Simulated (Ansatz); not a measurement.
Species: CaCl, charge 1, multiplicity 1. SMILES: [Cl][Ca+]
Coordinates optimised at B3LYP-D3(BJ)/def2-TZVP (Ansatz, a program for electronic structure):
```
Ca
Cl 1 2.3310
```
Charge +1, spin multiplicity 1.

Task: Give the harmonic wavenumbers at B3LYP-D3(BJ)/def2-TZVP (Ansatz, finite differences of forces, unscaled).

Result: 446 cm⁻¹. Zero-point energy 0.6 kcal/mol.

Task: From these and the geometry, give the ideal-gas thermochemistry at 298.15 K and 1 atm (rigid rotor, harmonic oscillator).

Result: Point group C∞v, rotational symmetry number 1. Rotational constants 4.944, 4.944 GHz. S(trans) 38.88, S(rot) 16.17, S(vib) 0.81, S(elec, spin only) 0.00, S 55.9 cal/(mol K). H(298) - H(0) 2.24 kcal/mol; G - E(el) -13.8 kcal/mol.
